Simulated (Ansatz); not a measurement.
Cost and result up the ladder for Li5H4 (9 atoms). Charge 0, multiplicity 2. Geometry: PBE-D4/def2-TZVP.

```tsv
atom	x (Å)	y (Å)	z (Å)
Li1	0.076	-1.823	-0.104
Li2	0.780	-0.455	2.042
Li3	-1.575	-0.028	0.913
Li4	0.955	0.965	-0.119
Li5	-0.772	0.421	-2.020
H6	-0.160	0.954	1.400
H7	-1.245	-0.718	-0.771
H8	1.449	-0.785	0.391
H9	0.492	1.470	-1.730
```

Ansatz on 4 threads of Arm Neoverse V2 on a shared host. Times are rough, and most runs start from the orbitals of an earlier one. PBE0-D4/def2-TZVP serves as the yardstick here, not as an exact answer. Binding counts from free atoms at the same level (Li doublet, H doublet; other spins of the atoms weren't run), without zero-point energy or a counterpoise term.

Correlated methods freeze no core orbitals; core or outer-core shells of Li are correlated, in sets that lack core-valence functions. Another isomer (doublet) lies 0.21 eV lower at PBE0-D4/def2-TZVP; other spin states weren't run for this one.

Correlated methods converge slowly with the basis.

```json
{"level": "LDA (SPW92)/def2-TZVP", "functions": "94", "wall time": "0.5 s", "binding energy per atom (eV)": "1.95", "difference from PBE0-D4/def2-TZVP (eV)": "0.19"}
{"level": "PBE0-D4/def2-TZVP", "functions": "94", "wall time": "1 s", "binding energy per atom (eV)": "1.76", "difference from PBE0-D4/def2-TZVP (eV)": "0.00"}
{"level": "PBE-D4/def2-TZVP (with forces)", "functions": "94", "wall time": "1 s", "binding energy per atom (eV)": "1.77", "difference from PBE0-D4/def2-TZVP (eV)": "0.01"}
{"level": "r2SCANh-D4/def2-TZVP", "functions": "94", "wall time": "1.8 s", "binding energy per atom (eV)": "1.80", "difference from PBE0-D4/def2-TZVP (eV)": "0.04"}
{"level": "r2SCAN-D4/def2-TZVP", "functions": "94", "wall time": "1.8 s", "binding energy per atom (eV)": "1.80", "difference from PBE0-D4/def2-TZVP (eV)": "0.04"}
{"level": "CCSD(T)/def2-TZVPP", "functions": "151", "wall time": "29 s", "binding energy per atom (eV)": "1.81", "difference from PBE0-D4/def2-TZVP (eV)": "0.05"}
```
